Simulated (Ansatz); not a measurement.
One change: `O[SiH2]C([SiH3])Cl` becomes `OC([SiH3])Cl`.

Ansatz, PBE0-D4/def2-TZVP geometries, multiplicity 1. Each molecule was computed in one conformer, which needn't be the lowest.

| property | `O[SiH2]C([SiH3])Cl` |
| --- | --- |
| LUMO energy (B3LYP/def2-TZVPP) / eV | -0.65 |
| LUMO energy (ωB97M-V/def2-TZVPP) / eV | 1.44 |
| LUMO energy (PBE/def2-TZVPP) / eV | -1.42 |
| size of the dipole moment (B3LYP/def2-TZVPP) / D | 0.62 |
| size of the dipole moment (PBE/def2-TZVPP) / D | 0.54 |
| HOMO–LUMO gap (B3LYP/def2-TZVPP) / eV | 7.21 |

What does the change do to each property? (Best estimate.)

Computed: 
```
                                        property  `OC([SiH3])Cl`  shift
             LUMO energy (B3LYP/def2-TZVPP) / eV           -0.22   0.43
           LUMO energy (ωB97M-V/def2-TZVPP) / eV            1.76   0.32
               LUMO energy (PBE/def2-TZVPP) / eV           -0.90   0.52
size of the dipole moment (B3LYP/def2-TZVPP) / D            1.76   1.14
  size of the dipole moment (PBE/def2-TZVPP) / D            1.74   1.20
           HOMO–LUMO gap (B3LYP/def2-TZVPP) / eV            7.68   0.47
```

Dipoles are sizes alone; their direction can turn.

B3LYP here is the variant with VWN-RPA as its local correlation; programs differ in this.
